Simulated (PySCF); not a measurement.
Compound: C₃H₅AlF₂.
SMILES with atom numbers: `[CH2:1]=[CH:2][CH2:3][Al:4]([F:5])[F:6]` (hydrogens: H7, H8 on C1; H9 on C2; H10, H11 on C3)

Method used: PBE0-D3(BJ)/def2-SVP geometry optimisation, gas phase (PySCF).

Problem. What internal coordinates does the optimisation give?

Solution. 
```tsv
bond	length (bohr)
C1=C2	2.523
C2–C3	2.838
C3–Al4	3.667
Al4–F5, Al4–F6	3.137
C1–H7	2.066
C1–H8	2.073
C2–H9	2.076
C3–H10, C3–H11	2.090
```

Bonds in one row agree within 0.02 bohr and their mean is given. A selection of angles:
```tsv
angle	degrees
C2–C1–H7	121.4
C2–C1–H8	122.1
H7–C1–H8	116.5
C1–C2–C3	126.1
C1–C2–H9	118.0
C3–C2–H9	115.9
C2–C3–Al4	114.5
C2–C3–H10	110.0
Al4–C3–H10	109.3
Al4–C3–H11	107.8
H10–C3–H11	104.3
C3–Al4–F5	121.2
C3–Al4–F6	123.0
F5–Al4–F6	115.8
```

Dihedral angles: C1–C2–C3–Al4 9° (synperiplanar); C2–C3–Al4–F5 133° (anticlinal). The mirror-image conformer, all signs reversed, is as good.

Of the pairs four or more bonds apart, F6···H8 is among the closest relative to their van der Waals radii: 2.48 Å, 93 % of the sum of Bondi's values. Al4 (aluminium bonded to C and 2 F) is planar (angles 123.0°, 121.2° and 115.8°, sum 360.0°, 0.00 Å off the plane of its three neighbours). The 2 C–C bonds span 1.335 Å (C1=C2, drawn double) to 1.502 Å (C2–C3, drawn single), a spread of 0.167 Å.

Point group: C1 (no symmetry element, even within 0.4 Å). No PBE0-D3(BJ)/def2-SVP frequencies stand behind this structure, so it isn't proved a minimum. The numbers are those of one conformer.

The run took 65 s on Arm Neoverse V1, one thread, no GPU, shared host with 32 logical CPUs at a one-minute load of 28, and the process peaked at 0.47 GiB of memory. These figures are those of the optimisation.
